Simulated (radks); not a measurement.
All-electron atom: the promethium ion Pm2.875+ in [Xe] 4f(up 4.125, down 0) (fractional occupations, a model configuration).

Method: scalar-relativistic Kohn-Sham, LDA (Slater exchange, Perdew-Wang correlation), spin-polarised, spherical densities, finite nucleus; Fermi nuclear charge, rms radius 4.962 fm; computed with a radial shooting solver on a logarithmic mesh with Libxc functionals.

Energy parts (eV):
| part | energy |
|---|---|
| total | -272431.75 |
| kinetic | 290475.94 |
| electron-nucleus | -660956.93 |
| Hartree | 104057.14 |
| exchange-correlation | -6007.91 |

Orbitals (lengths in bohr, moments of r in powers of bohr; r(max) is where P^2 peaks):
orbital   occ.  eigenvalue (eV)   <1/r>      <r^2>   r(max)
1s up        1        -45001.41   67.36  0.0007328  0.01480
1s down      1        -45001.41   67.36  0.0007328  0.01480
2s up        1        -7341.779   15.58    0.01158  0.08387
2s down      1        -7341.735   15.58    0.01158  0.08387
2p up        3        -6563.148   14.66   0.009268  0.06763
2p down      3        -6563.118   14.66   0.009267  0.06763
3s up        1        -1623.865   5.685    0.07778   0.2389
3s down      1        -1622.493   5.688    0.07770   0.2389
3p up        3        -1379.282   5.369    0.07780   0.2340
3p down      3        -1377.923   5.372    0.07770   0.2339
3d up        5        -1042.837   5.097    0.06580   0.1917
3d down      5        -1041.770   5.101    0.06569   0.1917
4s up        1        -346.6678   2.391     0.3964   0.5519
4s down      1        -343.3471   2.392     0.3963   0.5517
4p up        3        -266.2186   2.203     0.4473   0.5758
4p down      3        -262.9104   2.203     0.4474   0.5756
4d up        5        -152.4559   1.933     0.5454   0.6017
4d down      5        -149.1931   1.931     0.5467   0.6014
4f up    4.125         -30.8852   1.391      1.125   0.6270
4f down      0         -28.0160   1.367      1.210   0.6291
5s up        1         -68.3844  0.9467      2.208    1.270
5s down      1         -66.5742  0.9356      2.252    1.279
5p up        3         -48.0738  0.8120      2.932    1.429
5p down      3         -46.6824  0.7992      3.011    1.443

The highest occupied level is 4f up at -30.885 eV. Spin moment in Bohr magnetons: 4.125.
